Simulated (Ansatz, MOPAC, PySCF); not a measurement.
Donor–acceptor adduct: GaH3 (SMILES [GaH3]) (first 4 atoms) with H2O (SMILES O); geometry from B3LYP-D3(BJ)/def2-TZVP, rigid monomers moved along the line of their centres of mass till Ga1···O5 is 3.12 Å.
(charge 0, multiplicity 1):
| atom | x (Å) | y (Å) | z (Å) |
|---|---|---|---|
| Ga | 0.3967 | -0.3761 | 0.6852 |
| H | 1.8829 | -0.0976 | 1.1226 |
| H | -0.2292 | -1.8111 | 0.8526 |
| H | -0.2872 | 0.6261 | -0.3304 |
| O | -0.9289 | 0.8383 | 3.2306 |
| H | -1.8906 | 0.7659 | 3.1921 |
| H | -0.7241 | 1.7772 | 3.3214 |

Monomers are frozen at their geometry in the pair; levels with a basis set take the counterpoise correction.

The state that PM7 reach isn't checked; PM7 holds dispersion and hydrogen-bond terms.

Programs: Ansatz (a quantum-chemistry and plane-wave program); MOPAC for PM7 (differences of heats of formation); PySCF for the dispersion terms. Each number belongs to the level named beside it.

Q: One of these levels gives -27.4 kJ/mol for the interaction energy. Name it.
(A) PBE-D3(BJ)/def2-TZVPPD
(B) PM7
(C) PBE/def2-TZVPPD

A: A, PBE-D3(BJ)/def2-TZVPPD. The others give -7.1 (PM7), -25.0 (PBE/def2-TZVPPD)
